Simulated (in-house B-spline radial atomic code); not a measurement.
A calculation on Nb: its settings, and results tabulated from the run. All numbers are computed (scalar-relativistic (X2C) Hartree-Fock, spin-polarised, averaged over the determinants with the given up and down occupations; Fermi nucleus of rms radius 4.324 fm, inside a hard spherical wall at 5.12 bohr) with an all-electron radial atomic-structure program (B-spline basis), not measured.

Command:
```bash
python run_scf.py task.json out
```
Settings (nuclear radius in fm, mass in u):
```
Z                41
configuration    [Ar] 3d9 4s2 4p6 4d4 4f1 5s1
hamiltonian      x2c
method           hf
spin_polarised   True
nucleus          fermi
rms_radius       4.324
atomic_mass      92.90637
speed_of_light   137.035999084
wall_radius      5.12
```

Output (hartree, bohr):
```
 radial grid: 63 intervals, B-splines of order 8, outer radius 5.12 bohr

 iter        energy (Eh)    residual
    1       -3806.695450    4.83e-01
    2       -3808.330681    1.66e-01
    3       -3808.985980    3.62e-02
    4       -3809.019841    7.76e-03
    5       -3809.021516    4.66e-03
    6       -3809.022046    4.24e-04
    7       -3809.022050    1.05e-04
    8       -3809.022051    1.83e-05
    9       -3809.022051    1.42e-06
   10       -3809.022051    6.15e-07
   11       -3809.022051    6.38e-08

 total energy                     -3809.02205
 kinetic                            3946.3262
 electron-nucleus                  -9185.6682
 electron-electron                  1430.3200

 orbital      occ     eigenvalue          <r>       <r^2>       <1/r>       r_max
 1s up      1.000      -702.4114    0.0355982   0.0017206     43.7307     0.02293
 1s down    1.000      -702.4085     0.035598  0.00172056     43.7308     0.02293
 2s up      1.000      -101.9082     0.157301   0.0292416     9.79273      0.1329
 2s down    1.000      -101.7617      0.15717   0.0291881     9.80108      0.1328
 2p up      3.000       -90.8958     0.137578   0.0231523     9.29321      0.1063
 2p down    3.000       -90.7561     0.137391   0.0230803      9.3027      0.1062
 3s up      1.000       -18.7851     0.436413     0.21807     3.35251      0.3925
 3s down    1.000       -18.5813      0.43714    0.218729      3.3418      0.3929
 3p up      3.000       -15.0750     0.438314    0.223342     3.15068      0.3865
 3p down    3.000       -14.8300     0.439252     0.22418     3.13869       0.387
 3d up      5.000        -9.0623     0.422544    0.213853     2.90478      0.3315
 3d down    4.000        -8.8881     0.424111    0.215421     2.89534      0.3324
 4s up      1.000        -2.9638       1.1369     1.46325     1.19202       1.012
 4s down    1.000        -2.7386      1.12768     1.43787     1.20299       1.008
 4p up      3.000        -1.8743      1.27097     1.85283      1.0482       1.096
 4p down    3.000        -1.5944      1.24834     1.78107     1.06761       1.087
 4d up      4.000        -0.3795      1.77413      3.7139    0.739097       1.379
 4f up      1.000         0.4840      3.10758     10.3167    0.353139       3.285
 5s up      1.000        -0.1688      2.82217     8.67007    0.443853       2.747
```

Run time, properties included: 0.35 s on 1 thread of Intel(R) Xeon(R) Platinum 8375C CPU @ 2.90GHz, on a shared host.

One-electron X2C: radii and densities carry no picture-change correction, so inner-shell <1/r> comes out high (for 1s by about 2 % at Z = 33, 5 % at 54, 10 % at 75, 30 % at 118) and <r> low.
